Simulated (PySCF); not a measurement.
M06-L on F⁺ (fluorine, charge +1), [He] 2s1 2p4 3d1, one real determinant (an excited configuration). All numbers are calculated (PySCF 2.14, the spin-free X2C one-electron Hamiltonian (Gaussian nucleus), in x2c-TZVPPall with one added diffuse shell each of s, p, d type (6s4p3d1f, 40 functions)).

```
cycle= 1 E= -97.3518719091234  delta_E= -0.00274  |g|= 0.0115  |ddm|= 0.0364
cycle= 2 E= -97.3519019230661  delta_E= -3e-05  |g|= 0.00377  |ddm|= 0.0066
cycle= 3 E= -97.3519054875534  delta_E= -3.56e-06  |g|= 0.000641  |ddm|= 0.00173
cycle= 4 E= -97.3519055931945  delta_E= -1.06e-07  |g|= 2.16e-05  |ddm|= 0.00032
cycle= 5 E= -97.3519055933756  delta_E= -1.81e-10  |g|= 7.07e-07  |ddm|= 1.51e-05
converged SCF energy = -97.3519055933756  <S^2> = 6.0011436  2S+1 = 5.0004574
```

Highest occupied orbital energy: 0.398 eV; ⟨L²⟩ = 8.00; populations by l: s 3.00, p 4.00, d 1.00, f 0.00.

**Question.** Can this result be used?

**Answer.** Not for this state. Self-consistency was reached. ⟨L²⟩ = 8.00 against 12 for a pure F term, so this real determinant mixes terms. The outer electron is Rydberg-like, and this basis confines it to a smaller radius and binds it less than a complete one would. At M06-L the highest occupied level has a positive energy, so only the finite basis holds that electron; for this excited configuration the basis is too tight for the outer shell.
